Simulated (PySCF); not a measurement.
Computed shifts of a molecule CH₅F₃Si₂, PBE/pcSseg-1 run with PySCF, GIAO, gas phase, atoms alike by connectivity averaged where their shifts nearly agree, in ppm (number of nuclei): ¹³C: 2.6 (1). ²⁹Si: 21.5 (1), 12.8 (1). ¹⁹F: -176.8 (1), -178.8 (1), -256.2 (1). ¹H: 6.27 (1), 6.06 (1), 1.08 (3). References: ¹³C against TMS (σ = 182.0 ppm); ²⁹Si against TMS (σ = 335.4 ppm); ¹⁹F against CFCl3 (σ = 133.6 ppm); ¹H against TMS (σ = 31.49 ppm), references at their B3LYP-D3(BJ)/def2-TZVP geometries, non-relativistic. The structure is a stationary point at PBE-D3(BJ)/def2-SVP. The values are those of a single conformer.

Task: Identify the compound among the candidates.
A) FC[SiH2][SiH](F)F
B) F[SiH2]C(F)[SiH2]F
C) F[SiH2]C(F)(F)[SiH3]
D) C[Si@H](F)[SiH](F)F

Result: D, C[Si@H](F)[SiH](F)F
